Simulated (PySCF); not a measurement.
Compound: C3H4N2O3S.
Cartesian coordinates in Å at the GFN2-xTB level; atoms count from 1:
```
atom  x, y, z in Å
C1    -1.8816    0.5009    0.3468
S2    -1.0398   -0.7749   -0.6099
O3    -1.3621   -2.0674   -0.0895
O4    -1.2087   -0.5284   -2.0098
C5     0.6893   -0.4238   -0.2304
N6     1.0506    0.7504    0.3628
C7     2.3413    0.6497    0.4219
O8     2.7903   -0.4889   -0.0874
N9     1.7059   -1.1816   -0.5110
H10   -2.9313    0.4671    0.0821
H11   -1.7421    0.2762    1.3956
H12   -1.4470    1.4568    0.0871
H13    3.0308    1.3645    0.8240
```

Computed with PBE0/def2-SVPD in PySCF (dipole) on a GFN2-xTB geometry, gas phase.

Masses are those of the commonest isotopes; rigid-rotor values at the optimised geometry. The values belong to one conformer with, in the numbering `[CH3:1][S:2](=[O:3])(=[O:4])[c:5]1[n:6][cH:7][o:8][n:9]1`, C1–S2–C5–N6 -14°.

(1) Give the principal moments of inertia and the rotational constants in cm⁻¹.

(2) What kind of rotor is it?

(3) What does the inertial defect say?

(4) Where do the levels up to J = 3 lie, in MHz?

(5) Which types of transition are allowed, and where do some lines up to J = 2 fall?

(6) Estimate the classical rotational partition function at 10 K, 100 K and 500 K.

Answers

(1) Ia = 159.17, Ib = 474.76, Ic = 532.71 u·Å²; 505379 MHz·u·Å²/I gives 3175, 1064 and 948.7 MHz, that is A = 0.10591, B = 0.03551, C = 0.03165 cm⁻¹.

(2) An asymmetric top; Ray's κ = -0.896.

(3) Not planar: Δ = Ic − Ia − Ib = -101.23 u·Å². For a rigid frame Δ = −2 Σ m c², so Σ m c² = 50.61 u·Å² lies off the ab plane: 1.92 from hydrogen and 48.69 from heavier atoms. The atom farthest from that plane is 1.35 Å away.

(4) Above 0(0,0):
J = 1: 1(0,1) 2013, 1(1,1) 4124, 1(1,0) 4239
J = 2: 2(0,2) 6035, 2(1,2) 8034, 2(1,1) 8382, 2(2,1) 14713, 2(2,0) 14718
J = 3: 3(0,3) 12056, 3(1,3) 13897, 3(1,2) 14592, 3(2,2) 20753, 3(2,1) 20776, 3(3,1) 31598, 3(3,0) 31598

(5) The dipole components are |μa| = 2.88 D, |μb| = 4.98 D, |μc| = 0.69 D. Intensities carry the squares of the components, which stand as 0.33 : 1.00 : 0.02 (a : b : c). Some of the stronger lines:

| type | branch | J(Ka,Kc) | MHz | lower level (cm⁻¹) |
| --- | --- | --- | --- | --- |
| a | Q | 2(1,1) ← 2(1,2) | 347 | 0.268 |
| b | R | 2(0,2) ← 1(1,1) | 1911 | 0.138 |
| a | R | 1(0,1) ← 0(0,0) | 2013 | 0.000 |
| b | Q | 1(1,0) ← 1(0,1) | 2226 | 0.067 |
| b | Q | 2(1,1) ← 2(0,2) | 2347 | 0.201 |
| a | R | 2(1,2) ← 1(1,1) | 3911 | 0.138 |
| a | R | 2(0,2) ← 1(0,1) | 4022 | 0.067 |
| b | R | 1(1,1) ← 0(0,0) | 4124 | 0.000 |
| a | R | 2(1,1) ← 1(1,0) | 4142 | 0.141 |
| b | R | 2(1,2) ← 1(0,1) | 6021 | 0.067 |
| b | Q | 2(2,0) ← 2(1,1) | 6336 | 0.280 |
| b | Q | 2(2,1) ← 2(1,2) | 6679 | 0.268 |
| b | R | 2(2,1) ← 1(1,0) | 10474 | 0.141 |
| c | R | 2(2,0) ← 1(1,0) | 10478 | 0.141 |
| c | R | 2(2,1) ← 1(1,1) | 10589 | 0.138 |
| b | R | 2(2,0) ← 1(1,1) | 10594 | 0.138 |

(6) Point group C1, symmetry number σ = 1; q = (√π/σ)·√((kT/h)³/(ABC)), k/h = 20836.6 MHz/K: 2980 at 10 K, 94100 at 100 K, 1050000 at 500 K.

Stationary, but not proved a minimum. No vibrational averaging or centrifugal distortion is included, and the geometry carries the error of its method. A rigid rotor knows nothing of internal rotation, which can split or shift real lines. Quadrupole hyperfine structure (14N) is left out.

The run took 38 s of wall time (with the writing of density and orbital grids) on one thread, Arm Neoverse V2 (aarch64), shared host with 96 logical CPUs at a one-minute load of 9.9, and the process peaked at 0.92 GiB of memory. This is the PBE0/def2-SVPD job that gave the dipole, with the excitations it also computed.
